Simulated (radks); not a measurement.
Results of a calculation; reference values are marked as such.
The nuclear charge of the neodymium ion Nd+ is varied continuously with 59 electrons held in [Xe] 4f4 6s1. Code: a radial shooting solver on a logarithmic mesh with Libxc functionals. Model: scalar-relativistic Kohn-Sham, PBE, spin-polarised, spherical densities, finite nucleus; open shells are filled with parallel spins first (spin-orbit coupling, left out, can overturn this in heavy ions); Fermi nuclear charge, rms radius 4.9123 fm. By the Hellmann-Feynman theorem dE/dZ = E(electron-nucleus)/Z, the electronic potential at the nucleus (averaged over a nucleus of fixed radius). The scalar-relativistic energy here is not variational (the density holds large components alone), so the two differ by a part that grows with Z.

| Z | E (hartree) | E(electron-nucleus)/Z (hartree) | HOMO | e(HOMO) (eV) | <r> HOMO (bohr) |
|---|---|---|---|---|---|
| 59.5 | -9428.8919 | -384.676 | 4f | -2.393 | 1.261 |
| 59.6 | -9467.5953 | -385.611 | 4f | -3.449 | 1.212 |
| 59.7 | -9506.3932 | -386.543 | 4f | -4.605 | 1.173 |
| 59.8 | -9545.2854 | -387.473 | 4f | -5.843 | 1.141 |
| 59.9 | -9584.2718 | -388.403 | 4f | -7.148 | 1.114 |
| 60 | -9623.3522 | -389.331 | 4f | -8.513 | 1.090 |
| 60.1 | -9662.5266 | -390.258 | 6s | -9.237 | 3.907 |
| 60.2 | -9701.7949 | -391.185 | 6s | -9.930 | 3.845 |
| 60.3 | -9741.1571 | -392.112 | 6s | -10.639 | 3.785 |
| 60.4 | -9780.6131 | -393.039 | 6s | -11.364 | 3.728 |
| 60.5 | -9820.1630 | -393.965 | 6s | -12.104 | 3.674 |
| 60.6 | -9859.8067 | -394.891 | 6s | -12.859 | 3.621 |
| 60.7 | -9899.5442 | -395.817 | 6s | -13.628 | 3.571 |
| 60.8 | -9939.3756 | -396.743 | 6s | -14.411 | 3.523 |
| 60.9 | -9979.3008 | -397.669 | 6s | -15.208 | 3.476 |
| 61 | -10019.3198 | -398.595 | 6s | -16.018 | 3.432 |

The central difference of E at Z = 60 is -391.274 hartree, to compare with the third column; the second derivative is -9.4 hartree.
